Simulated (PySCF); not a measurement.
**Atomic charges against the basis set**

Compound: trans-1,4-dimethylcyclohexane, C8H16.
Cartesian coordinates in Å at the PBE0-D3(BJ)/def2-SVP level; atoms count from 1:
```
atom  x, y, z in Å
C1    -2.929    0.386   -0.061
C2    -1.466    0.103   -0.368
C3    -0.593    1.342   -0.173
C4     0.877    1.065   -0.460
C5     1.422   -0.094    0.375
C6     2.884   -0.376    0.067
C7     0.549   -1.333    0.179
C8    -0.921   -1.056    0.466
H9    -3.057    0.684    0.993
H10   -3.322    1.202   -0.687
H11   -3.556   -0.503   -0.233
H12   -1.388   -0.191   -1.433
H13   -0.704    1.690    0.872
H14   -0.960    2.165   -0.810
H15    1.479    1.972   -0.283
H16    1.001    0.818   -1.531
H17    1.343    0.201    1.439
H18    3.013   -0.675   -0.987
H19    3.511    0.513    0.238
H20    3.278   -1.192    0.694
H21    0.659   -1.681   -0.866
H22    0.915   -2.155    0.816
H23   -1.045   -0.808    1.537
H24   -1.524   -1.963    0.289
```

PBE0 throughout (PySCF), one geometry, spherical d and f functions. Isolated species at its PBE0-D3(BJ)/def2-SVP geometry (one conformer only). Atoms taken as equivalent share a column and are averaged.

Mulliken charges (e):

```tsv
basis	functions	C1/C6	C2/C5	C3/C4/C7/C8	H9 (×6)	H12/H17	H13/H16/H21/H23	H14/H15/H22/H24
STO-3G	56	-0.231	-0.053	-0.142	+0.074	+0.068	+0.067	+0.071
pcSseg-0	104	-0.549	-0.490	-0.399	+0.222	+0.246	+0.227	+0.234
6-31G	104	-0.480	-0.155	-0.300	+0.158	+0.153	+0.150	+0.154
6-31G*	144	-0.521	-0.130	-0.318	+0.168	+0.152	+0.154	+0.161
cc-pVDZ	192	-0.012	-0.201	0.000	+0.035	+0.015	+0.024	+0.022
def2-SVP	192	+0.008	-0.229	+0.003	+0.033	+0.026	+0.018	+0.028
pcSseg-1	216	-0.192	-0.387	-0.152	+0.110	+0.113	+0.104	+0.116
6-311+G(2d,p)	312	-0.806	+0.521	-0.403	+0.151	+0.097	+0.142	+0.130
aug-cc-pVDZ	328	+0.800	-0.722	+0.953	-0.106	-0.488	-0.245	-0.343
```

IAO charges (e):

```csv
basis,functions,C1/C6,C2/C5,C3/C4/C7/C8,H9 (×6),H12/H17,H13/H16/H21/H23,H14/H15/H22/H24
STO-3G,56,-0.388,-0.121,-0.251,+0.129,+0.123,+0.122,+0.129
pcSseg-0,104,-0.415,-0.115,-0.263,+0.137,+0.126,+0.125,+0.134
6-31G,104,-0.429,-0.095,-0.262,+0.138,+0.121,+0.123,+0.132
6-31G*,144,-0.408,-0.089,-0.249,+0.132,+0.114,+0.117,+0.126
cc-pVDZ,192,-0.408,-0.088,-0.249,+0.132,+0.115,+0.117,+0.126
def2-SVP,192,-0.397,-0.089,-0.244,+0.128,+0.113,+0.114,+0.124
pcSseg-1,216,-0.407,-0.093,-0.250,+0.132,+0.116,+0.117,+0.127
"6-311+G(2d,p)",312,-0.421,-0.092,-0.256,+0.136,+0.118,+0.120,+0.129
aug-cc-pVDZ,328,-0.419,-0.090,-0.255,+0.135,+0.117,+0.119,+0.129
```

Some averages cover members that differ in this geometry, most widely: H9 (×6), Mulliken in aug-cc-pVDZ -0.122 to -0.073 e.

Q: Which scheme is steadiest as the basis changes?

A: Largest range over the bases for any column: IAO 0.04 e, Mulliken 1.61 e. IAO charges move least and Mulliken charges most, counted in e. Without the minimal STO-3G basis the ranges are IAO 0.03, Mulliken 1.61 e.

Q: How much do the charges still move between the two largest bases, 6-311+G(2d,p) and aug-cc-pVDZ?

A: At most, over all atoms: Mulliken 1.607 e, IAO 0.002 e.

Q: What do the same runs give for the total energy and the frontier levels?

A: 
```csv
basis,energy (Eh),HOMO (eV),LUMO (eV)
STO-3G,-310.4449,-6.89,9.46
pcSseg-0,-313.4255,-8.32,2.13
6-31G,-314.0457,-7.99,2.71
6-31G*,-314.1178,-7.99,2.73
cc-pVDZ,-314.1375,-8.07,1.94
def2-SVP,-313.9021,-8.14,1.82
pcSseg-1,-314.0788,-8.20,1.56
"6-311+G(2d,p)",-314.2053,-8.14,0.38
aug-cc-pVDZ,-314.1537,-8.11,0.01
```
